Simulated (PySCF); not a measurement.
Computed shifts of a molecule C₂H₆BFO, HF/pcSseg-1 (PySCF), GIAO, gas phase, atoms alike by connectivity averaged where their shifts nearly agree, in ppm (number of nuclei): ¹H: 4.28 (1), 4.22 (1), 3.85 (1), 1.65 (3). ¹⁹F: -67.3 (1). ¹³C: 57.6 (1), 21.8 (1). References: ¹¹B against BF3 (σ = 102.7 ppm); ¹H against TMS (σ = 31.99 ppm); ¹⁹F against CFCl3 (σ = 238.5 ppm); ¹⁷O against H2O (σ = 333.0 ppm); ¹³C against TMS (σ = 192.6 ppm), references at their B3LYP-D3(BJ)/def2-TZVP geometries, non-relativistic. Coordinates come from a B3LYP-D3(BJ)/def2-SVP optimisation. Other conformers were not sampled.

Task: Pick the molecule that these values belong to.
(A) CB(O)CF
(B) COB(C)F
(C) CCOBF
(D) CB(F)CO

Result: C, CCOBF
